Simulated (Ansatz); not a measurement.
Consider the cleavage of the Ge–Ge bond: `[F][GeH]([Cl])[GeH3]` + `OC(O)O` → `OC(O)[O][GeH3]` + `[F][GeH2][Cl]`.

Gas-phase electronic energies from Ansatz, PBE0-D4/def2-TZVP geometries. CBS: MP2 limit from def2 TZ/QZ plus the TZ coupled-cluster correction, frozen cores. DFT in def2-TZVPP. B3LYP here is the variant with VWN-RPA as its local correlation; programs differ in this. For Ge outer-core shells are correlated without core-valence functions, which leaves a few kJ/mol of doubt a bond. Scalar relativity is left out up to krypton. Each species was taken in one conformer, which may not be the lowest.

```tsv
level	ΔE (kJ/mol)	difference from CCSD(T)/CBS
PBE-D4	21.0	14.1
r2SCAN-D4	9.4	2.5
PBE0-D4	17.6	10.7
B3LYP-D4	9.6	2.7
ωB97X-V	2.0	-4.9
ωB97M-V	5.8	-1.1
B2PLYP	4.0	-2.9
PBE	21.7	14.8
r2SCAN	9.7	2.8
PBE0	18.0	11.1
B3LYP	10.5	3.6
HF/def2-TZVPP	-11.3	-18.2
MP2/def2-TZVPP	-0.7	-7.6
SCS-MP2/def2-TZVPP	-5.9	-12.8
CCSD/def2-TZVPP	1.2	-5.7
CCSD(T)/def2-TZVPP	1.4	-5.5
HF/def2-QZVPP	-12.1	-19.0
MP2/def2-QZVPP	2.2	-4.7
SCS-MP2/def2-QZVPP	-3.7	-10.6
HF/CBS(def2)	-12.2	-19.1
MP2/CBS(def2)	4.7	-2.2
CCSD/CBS(def2)	6.7	-0.2
CCSD(T)/CBS	6.9	0
```

Largest T1 diagnostic among the species: 0.012.

From PBE to PBE0 (25 % exact exchange), in def2-TZVPP and without D4, ΔE moves by −3.7 kJ/mol. In def2-TZVPP, CCSD(T) changes the Hartree–Fock value by +12.7 kJ/mol (the triples alone add +0.2 kJ/mol) and MP2 by +10.6 kJ/mol.
